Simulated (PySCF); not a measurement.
Fe (iron, neutral) across methods

[Ar] 3d6 4s2, high-spin 5D determinant. All numbers are calculated (PySCF 2.14, the non-relativistic Hamiltonian (point nucleus), in dyall-av2z).

| method | E (hartree) | mean ε 3d β (eV) | mean ε 4s α (eV) | mean ε 4s β (eV) | Σ⟨r²⟩ (bohr²) | ⟨S²⟩ |
| --- | --- | --- | --- | --- | --- | --- |
| r2SCAN0 | -1263.621 | -7.824 | -6.336 | -5.510 | 39.35 | 6.018 |
| M06 | -1263.627 | -7.022 | -6.266 | -5.546 | 38.06 | 6.013 |
| revPBE | -1263.565 | -5.842 | -5.484 | -4.711 | 39.49 | 6.010 |
| LDA | -1261.205 | -5.790 | -5.730 | -4.969 | 38.88 | 6.009 |
| PBE | -1263.424 | -5.864 | -5.539 | -4.776 | 39.32 | 6.009 |
| UHF | -1262.43647 | -12.984 | -7.564 | -6.588 | 41.34 | 6.016 |
| PBE0 | -1263.449 | -7.742 | -6.180 | -5.422 | 39.35 | 6.009 |
| PBEsol | -1262.254 | -5.734 | -5.568 | -4.783 | 39.17 | 6.010 |
